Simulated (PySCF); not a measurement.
Computed Raman spectrum (relative Raman activity) of a molecule C4H7Cl. Coordinates come from a PBE0-D3(BJ)/def2-SVP optimisation. One conformer was computed; it need not be the lowest. Computed with PySCF with PBE0-D3(BJ)/def2-SVP. Frequencies are harmonic and unscaled.

```tsv
ν (cm⁻¹)	relative intensity
578	6.9
851	6.1
875	2.4
948	6.1
1031	2.2
1082	3.8
1171	2.5
1345	7.0
1409	2.6
1421	5.7
1449	6.4
1466	8.2
3059	78
3151	17
3154	100
3161	93
3252	49
3260	23
```

Task: Pick the molecule that these values belong to.
(A) ClCC1CC1
(B) C=C(Cl)CC
(C) ClC1CCC1
(D) CC1(Cl)CC1

Result: D, CC1(Cl)CC1
